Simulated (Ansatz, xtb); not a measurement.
# Two isomers of C3H6BNOSi

Structure X is `Bc1cnc([SiH3])o1`, a singlet and structure Y is `Bc1nc([SiH3])co1`, a singlet. Both are isolated molecules in the gas phase, relaxed with r2SCAN-D4/def2-SVP; the shapes shown needn't be the lowest conformers.

X (Å):

```xyz
13

C    -1.6517    1.1179   -1.1500
C    -1.7095    0.8592    0.2118
C     0.1117    1.8961   -0.1108
B    -2.5791    0.8168   -2.3128
N    -0.6081    1.3480    0.8474
O    -0.4523    1.7946   -1.3293
Si    1.8009    2.7205    0.0781
H    -2.2973    1.1583   -3.4329
H    -3.6042    0.2260   -2.0787
H    -2.5061    0.3417    0.7488
H     2.8633    1.6887   -0.0960
H     1.9380    3.7656   -0.9732
H     1.8734    3.3098    1.4407
```

Y (Å):

```tsv
atom	x (Å)	y (Å)	z (Å)
C	-1.8659	1.1014	-0.8720
C	0.1267	1.8422	-0.4574
C	-0.2082	0.9223	0.5204
B	-3.2559	0.7932	-1.4370
N	-0.9435	1.9290	-1.3186
O	-1.4343	0.4548	0.2800
Si	1.6898	2.8504	-0.6942
H	-3.9617	-0.0049	-0.8768
H	-3.6048	1.3657	-2.4343
H	2.3171	2.5223	-2.0061
H	2.6332	2.5091	0.4119
H	1.3724	4.3062	-0.6490
H	0.3097	0.5319	1.3955
```

Quicker runs give these differences E(Y) − E(X): GFN2-xTB +4.1 kcal/mol; HF/STO-3G +4.3 kcal/mol (at GFN2-xTB geometries); r2SCAN-D4/def2-SVP//GFN2-xTB +3.6 kcal/mol.

Problem. Estimate E(Y) − E(X) at the level CCSD(T)/def2-SVP + ΔMP2/def2-TZVPP.

Solution. Calculated at CCSD(T)/def2-SVP + ΔMP2/def2-TZVPP: E(Y) − E(X) = +3.2 kcal/mol, so structure X lies lower.

The same difference at several levels:

| level | geometry | E(Y) − E(X) (kcal/mol) | departure from the last row (kcal/mol) | job, with rough time for the two |
| --- | --- | --- | --- | --- |
| GFN2-xTB | GFN2-xTB | +4.1 | +0.9 | optimisation, 0.14 s |
| HF/STO-3G | GFN2-xTB | +4.3 | +1.0 | single point, 0.38 s |
| r2SCAN-D4/def2-SVP//GFN2-xTB | GFN2-xTB | +3.6 | +0.4 | single point, 3 s |
| r2SCAN-D4/def2-SVP | r2SCAN-D4/def2-SVP | +3.0 | −0.2 | optimisation, 39 s |
| HF/def2-SVP | r2SCAN-D4/def2-SVP | +4.1 | +0.8 | part of the CCSD(T) run |
| MP2/def2-SVP | r2SCAN-D4/def2-SVP | +2.5 | −0.7 | part of the CCSD(T) run |
| CCSD(T)/def2-SVP | r2SCAN-D4/def2-SVP | +3.1 | −0.1 | single point |
| CCSD(T)/def2-SVP + ΔMP2/def2-TZVPP | r2SCAN-D4/def2-SVP | +3.2 |  | single point, 46 s |

As drawn, both hold the same kinds of bond in the same numbers.

None of the levels shown reverses the order. The largest departure from CCSD(T)/def2-SVP + ΔMP2/def2-TZVPP is that of HF/STO-3G, 1.0 kcal/mol. The last row adds to CCSD(T) the change of the MP2 difference between the two basis sets, here +0.1 kcal/mol.

With thermal terms from frequencies at re-optimised GFN2-xTB minima (ideal gas, soft modes damped towards free rotors, one conformer each, 298.15 K, 1 atm): on the last row, ΔE + ΔZPE = +3.1, ΔH = +3.1, ΔG = +3.5 kcal/mol.

The correlated steps freeze 11 core orbitals. Programs: Ansatz 0.2.0, xtb 6.7.1; the last row on 2 threads of Intel(R) Xeon(R) 6975P-C (Granite Rapids) on a shared host.
